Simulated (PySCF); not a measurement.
Series CXY, Y = H, computed as singlets and as triplets. All species are isolated molecules in the gas phase. One relaxed conformer stands for each flexible species; it need not be the lowest. Strings in code marks are SMILES.

The highest occupied spin orbital from two functionals at the same geometries (PBE0-D3(BJ)/def2-TZVP), both in PySCF: PBE-D3(BJ)/def2-TZVP and PBE0-D3(BJ)/def2-TZVP. 

```json
[
 {"species": "X = fluoro, multiplicity 3 (`[CH]F` (excited triplet))", "PBE-D3(BJ)/def2-TZVP (eV)": "-4.80", "PBE0-D3(BJ)/def2-TZVP (eV)": "-6.46"},
 {"species": "X = chloro, multiplicity 3 (`Cl[CH]` (triplet; the order of the spin states depends on the level))", "PBE-D3(BJ)/def2-TZVP (eV)": "-4.93", "PBE0-D3(BJ)/def2-TZVP (eV)": "-6.41"},
 {"species": "X = hydroxy, multiplicity 3 (`O[CH]` (excited triplet; H–C–O–H torsion 102°))", "PBE-D3(BJ)/def2-TZVP (eV)": "-4.44", "PBE0-D3(BJ)/def2-TZVP (eV)": "-5.97"},
 {"species": "X = ethynyl, multiplicity 3 (`[CH]C#C` (lower triplet))", "PBE-D3(BJ)/def2-TZVP (eV)": "-5.26", "PBE0-D3(BJ)/def2-TZVP (eV)": "-6.55"},
 {"species": "X = isocyano, multiplicity 3 (`[C-]#[N+][CH]` (lower triplet))", "PBE-D3(BJ)/def2-TZVP (eV)": "-5.95", "PBE0-D3(BJ)/def2-TZVP (eV)": "-7.17"},
 {"species": "X = AlH2, multiplicity 3 (`[CH][AlH2]` (lower triplet))", "PBE-D3(BJ)/def2-TZVP (eV)": "-5.67", "PBE0-D3(BJ)/def2-TZVP (eV)": "-7.03"}
]
```

Over these rows, drawn at random from the members with no instability flagged (it was tested for open shells, ions and some series alone), PBE minus PBE0-D3(BJ): mean +1.42 eV, from +1.23 eV to +1.66 eV.
